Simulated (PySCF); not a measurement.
## Field gradients at the hydrogen positions

C7H10NS (charge +1).
Z-matrix (Å and degrees, GFN2-xTB geometry), rows numbered from 1:
```
C 
S   1  1.8087
C   2  1.7393  1  104.35
C   3  1.3985  2  125.33  1    -0.57
C   4  1.3866  3  120.22  2  -179.96
C   5  1.3781  4  119.57  3    -0.16
N   6  1.3431  5  119.10  4     0.18
C   7  1.3343  6  124.18  5    -0.03
C   8  1.4784  3  121.79  2     0.02
H   1  1.0856  2  110.26  3   -61.63
H   1  1.0857  2  110.36  3    62.64
H   1  1.0867  2  105.04  3  -179.48
H   4  1.0773  3  120.52  2     0.00
H   5  1.0773  4  120.44  3   179.83
H   6  1.0772  5  123.03  4  -179.77
H   7  1.0184  6  118.44  5   180.00
H   9  1.0866  8  112.17  3   179.04
H   9  1.0906  8  110.08  3    57.37
H   9  1.0908  8  109.97  3   -59.34
```

Level: PBE0/pcSseg-1 (PySCF, non-relativistic); Q(2H) = 0.00286 b; rigid geometry, the same for H and D, with no vibrational averaging.

**Question.** Rank these positions by the coupling χzz of a deuteron there, largest first.
A. H15 (aromatic hydrogen)
B. H16 (N–H hydrogen)
C. H18 (methyl hydrogen)
D. H10 (methyl hydrogen)

**Answer.** B (240 kHz), A (213 kHz), D (208 kHz), C (201 kHz).

**Question.** Give the electric field gradient Vzz (the principal value of largest size), its asymmetry and the 2H coupling at each hydrogen.

**Answer.** 
```
atom  bonded to  bond length (Å)  Vzz (au)     η  χzz (kHz)
 H10         C1            1.086    0.3097  0.03        208
 H11         C1            1.086    0.3096  0.03        208
 H12         C1            1.087    0.3067  0.07        206
 H13         C4            1.077    0.3203  0.06        215
 H14         C5            1.077    0.3208  0.07        216
 H15         C6            1.077    0.3166  0.11        213
 H16         N7            1.018    0.3567  0.15        240
 H17         C9            1.087    0.3091  0.08        208
 H18         C9            1.091    0.2985  0.05        201
 H19         C9            1.091    0.2985  0.05        201
```

**Question.** Average by the element that carries the hydrogen.

**Answer.** on C: 208 kHz over 9 positions, mean bond length 1.084 Å; on N: 240 kHz over 1 position, mean bond length 1.018 Å.

One conformer (not necessarily the lowest) at the GFN2-xTB geometry, without solvent, vibrations or thermal averaging. GFN2-xTB bond lengths can be off by several hundredths of an ångström, more for odd bonds, and the gradients follow them. With a basis this small, the couplings can be 20 % off.

These values come from a run that also computed NMR shieldings. The run took 32 s on an Arm Neoverse V2 with one thread, no GPU, shared host with 32 logical CPUs at a one-minute load of 7.5, and the process peaked at 0.94 GiB of memory.
